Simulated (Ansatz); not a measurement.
A nudged elastic band was laid between two geometries of CH₆BO₂ (10 atoms, charge 1, multiplicity 1).

All numbers below come from RKS PBE-D4/def2-SVP (Ansatz 0.2.0).

```json
{
  "movable images": "7",
  "climbing image": "yes",
  "spring": "20.0 eV/Å²",
  "optimiser": "quadratic models (default)",
  "start path": "through a guess of the saddle point",
  "force threshold": "0.05 eV/Å",
  "iteration limit": "60",
  "end points": "relaxed"
}
```

First end point:

```xyz
10
Properties=species:S:1:pos:R:3
C -0.336 0.134 -1.192
B -0.006 -0.297 0.254
O -0.074 -1.412 0.969
O 0.565 0.771 1.162
H 0.592 0.389 -1.750
H -0.990 1.032 -1.224
H -0.846 -0.672 -1.752
H -0.423 -2.214 0.535
H 0.802 0.565 2.097
H 0.715 1.705 0.901
```

Last end point:

```xyz
10
Properties=species:S:1:pos:R:3
C -0.339 0.232 -1.269
B -0.059 -0.377 0.121
O -0.183 -1.629 0.519
O 0.459 0.631 1.159
H 0.604 0.274 -1.859
H -0.767 1.255 -1.252
H -1.033 -0.428 -1.827
H 0.036 -1.986 1.399
H 0.717 0.449 2.091
H 0.565 1.579 0.918
```

Question: Which bonds break or form, and what moves?

Answer: No bond is made or broken. The dihedral O4–B2–O3–H8 goes from -180 to -1°.

Question: What energy profile does the band end with?

Answer: The run converged. The highest image is number 5 of 0 to 8, 0.44 eV above the first end and 0.15 eV above the last; the last end lies 0.30 eV above the first. Another band between the same ends (7 images) ends at a top of the same energy, where a vibrational analysis finds 1 clearly imaginary mode. Limits of this set-up: the dipole of an ion depends on the origin.

| image | path coordinate (Å) | energy (eV) | dihedral O4–B2–O3–H8 (°) |
| --- | --- | --- | --- |
| 0 | 0.00 | 0.00 | -180 |
| 1 | 0.46 | 0.00 | 180 |
| 2 | 0.93 | 0.00 | 180 |
| 3 | 1.39 | 0.00 | 179 |
| 4 | 1.86 | 0.17 | -154 |
| 5 | 2.32 | 0.44 | -78 |
| 6 | 2.80 | 0.31 | -10 |
| 7 | 3.28 | 0.30 | -1 |
| 8 | 3.76 | 0.30 | -1 |

Question: What is the geometry of the highest image?

Answer: 
```xyz
10
Properties=species:S:1:pos:R:3
C -0.329 0.227 -1.249
B -0.019 -0.327 0.157
O -0.133 -1.521 0.683
O 0.428 0.731 1.189
H 0.384 -0.218 -1.978
H -0.306 1.326 -1.371
H -1.331 -0.142 -1.559
H 0.354 -2.300 0.986
H 0.520 0.528 2.148
H 0.432 1.695 0.994
```

Time of the run: 3.8 min on 1 thread of Arm Neoverse V1, with other jobs on the host, peak memory 0.11 GiB.
